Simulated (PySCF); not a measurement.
A GIAO shielding run with PySCF 2.14 (density fitting, non-relativistic, gas phase) on SMILES O=S(=O)(Cl)C(F)(F)CF, C2H2ClF3O2S:

```
$ OMP_NUM_THREADS=1 python probes_run.py task.json out

{"job": {"kind": "nmr", "xc": "PBE0", "basis": "pcSseg-1"}, "charge": 0, "multiplicity": 1}
O      1.373688    -1.517778     0.563092
S      1.384931    -0.229356    -0.030751
O      1.779956    -0.038267    -1.377266
Cl     2.526919     0.967009     1.112132
C     -0.299449     0.560144     0.272119
F     -0.258709     1.786458    -0.264123
F     -0.417743     0.710081     1.599292
C     -1.367264    -0.340468    -0.313253
F     -0.778412    -1.154543    -1.233629
H     -2.147203     0.234706    -0.826486
H     -1.791290    -0.975315     0.472909
```

Hardware: 1 thread of an Arm Neoverse V1, shared host. The job also computes population analyses, field gradients.

(1) How large is the calculation?

(2) How long does it take, and how much memory does it need?

Results:

(1) 90 electrons, 177 basis functions and 969 auxiliary functions.

(2) 32 s of wall time, with 15 SCF cycles and 5 response iterations; peak memory 0.8 GiB. Times on a shared host scatter by some tens of per cent.
